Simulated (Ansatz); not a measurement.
Reaction (formal exchange of groups at the Si–N bond): `[OH][GeH2][NH][SiH](O)F` + CH₄ → `C[SiH](O)F` + `[NH2][GeH2][OH]`

Isolated molecules relaxed with PBE0-D4/def2-TZVP in Ansatz; ΔE leaves out vibrations. CCSD(T)/CBS is the MP2 limit (def2-TZVPP, def2-QZVPP) plus CCSD(T) − MP2 in def2-TZVPP, frozen cores. This one scheme is used for every species. DFT in def2-TZVPP. For Ge outer-core shells are correlated without core-valence functions, which leaves a few kJ/mol of doubt a bond. Scalar relativity is left out up to krypton. Each species was taken in one conformer, which may not be the lowest.

`[OH][GeH2][NH][SiH](O)F`:

```xyz
12

O    -0.327    0.814    1.724
Ge   -1.032   -0.623    0.906
N     0.170   -1.000   -0.407
Si    0.945    0.158   -1.404
O     0.621    1.637   -0.824
F     2.502   -0.195   -1.399
H    -0.973    1.330    2.213
H    -1.112   -1.816    1.870
H    -2.407   -0.196    0.365
H     0.576   -1.922   -0.357
H     0.549    0.134   -2.823
H     0.487    1.680    0.136
```

CH₄:

```xyz
5

C     0.000    0.000    0.000
H     0.978    0.357   -0.323
H     0.112   -0.962    0.500
H    -0.649   -0.115   -0.868
H    -0.440    0.719    0.690
```

`C[SiH](O)F`:

Z-matrix (Å, degrees):
```
C
Si 1 1.851
H 1 1.093 2 110.5
H 1 1.093 2 110.6 3 -119.8
H 1 1.093 2 111.4 3 119.7
O 2 1.634 1 113.2 3 179.7
F 2 1.601 1 107.2 3 -59.2
H 2 1.477 1 113.7 3 59.6
H 6 0.958 2 119.0 1 51.4
```

`[NH2][GeH2][OH]`:

Cartesian coordinates in Å:
```
N -0.365 -0.496 -1.257
Ge 0.255 0.369 0.218
O 0.365 -0.891 1.471
H -1.350 -0.711 -1.281
H -0.068 -0.120 -2.144
H -0.670 1.474 0.785
H 1.646 0.920 -0.140
H 0.188 -0.545 2.348
```

```
             level  ΔE (kcal/mol)  difference from CCSD(T)/CBS
         r2SCAN-D4           23.8                         -0.1
           PBE0-D4           22.9                         -1.0
           ωB97X-V           23.4                         -0.5
           ωB97M-V           23.8                         -0.1
            B2PLYP           23.5                         -0.4
               PBE           20.9                         -3.0
              PBE0           21.6                         -2.3
     HF/def2-TZVPP           23.0                         -0.9
    MP2/def2-TZVPP           24.8                          0.9
SCS-MP2/def2-TZVPP           24.3                          0.4
   CCSD/def2-TZVPP           24.0                          0.1
     HF/def2-QZVPP           22.9                         -1.0
    MP2/def2-QZVPP           24.5                          0.6
      HF/CBS(def2)           22.9                         -1.0
     MP2/CBS(def2)           24.3                          0.4
    CCSD/CBS(def2)           23.5                         -0.4
       CCSD(T)/CBS           23.9                            0
```

Largest T1 diagnostic among the species: 0.012.

From PBE to PBE0 (25 % exact exchange), in def2-TZVPP and without D4, ΔE moves by +0.7 kcal/mol. The D4 term adds +2.3 kcal/mol with B3LYP and +1.3 kcal/mol with PBE0; it sums over pairs of atoms, weighted by their polarisabilities, and B3LYP, whose exchange is more repulsive, gets the larger term. In def2-TZVPP, CCSD(T) changes the Hartree–Fock value by +1.4 kcal/mol (the triples alone add +0.4 kcal/mol) and MP2 by +1.8 kcal/mol.

B3LYP here is the variant with VWN-RPA as its local correlation; programs differ in this.
